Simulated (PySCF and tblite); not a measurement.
Values are calculated unless marked as measured or tabulated.
System: C₈H₇F, numbered as in [F:1][C@@:2]12[C@H:3]3[CH:4]=[CH:5][C@@H:6]1[C@@H:7]2[CH:8]=[CH:9]3.

Motion: Cope rearrangement (breaking C6–C7, making C4–C9). GFN2-xTB gives an electronic barrier of 6.2 kcal/mol and a reaction energy of -0.9 kcal/mol.

Problem. What does PBE0/pcSseg-1 + D3(BJ) give on PBE0-D3(BJ)/def2-SVP geometries?

Solution. A barrier of 3.2 kcal/mol, 3.0 below the tight-binding barrier (from unrounded values), a reaction energy of -3.5 kcal/mol and, with GFN2-xTB thermal terms, ΔG‡(298 K) = 2.3 kcal/mol and k = 1.3×10¹¹ s⁻¹ (1 equivalent path).

Problem. And the level of the geometries itself, PBE0-D3(BJ)/def2-SVP?

Solution. 4.2 kcal/mol.

Programs: tblite and PySCF.
